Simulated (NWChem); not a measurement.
SF anion

Program: NWChem. Pople sets run with spherical d functions. Coordinates come from a B3LYP/def2-SVPD optimisation. Level: PBE0/6-31+G* with COSMO at NWChem's default radii, gas-phase geometry; the question gives the dielectric constant. Reactions with the solvent are ignored.

**Question.** Predict the results for dielectric constant 46.7. Quantities: electrostatic solvation energy (kcal/mol).

**Answer.** 
```
Property                                   Value
-----------------------------------------  -----
electrostatic solvation energy (kcal/mol)  -65.1
```
